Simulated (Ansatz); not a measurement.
InSn₂, relaxed as a doublet with UKS PBE-D4/def2-SVP in Ansatz, starting from the GFN2-xTB geometry. Force threshold 0.02 eV/Å.

In the def2 sets In, Sn take a core potential; there is no spin–orbit coupling. The structure comes from a short search, and lower isomers may exist.

Start:

```xyz
3

In    1.2480    1.3979    0.7611
Sn    0.3296   -1.6028   -0.2218
Sn   -1.5776    0.2048   -0.5394
```

Estimate the energy that the relaxation releases and the steps that it takes.

0.7 kcal/mol, in 12 steps; 38 s on 4 threads of Arm Neoverse N1 on a shared host. The force fell under the threshold at step 5, but the optimiser went on and released 0.006 eV more. No frequencies were taken in this run, so the end may be a saddle point.

Does the start keep its bonding and symmetry?

By distances, no bond broke or formed. The bond that changes most is In1–Sn2, from 3.29 to 2.94 Å (atoms count from 1). Point group Cs at the start, Cs at the end, both within 0.05 Å.

Predict the relaxed structure.


```xyz
3

In    1.244    1.226    0.723
Sn    0.427   -1.458   -0.155
Sn   -1.671    0.232   -0.568
```
Bond lengths (bridged metal pairs left out): 2 × In–Sn 2.94 to 3.34 Å; 1 × Sn–Sn 2.73 Å.
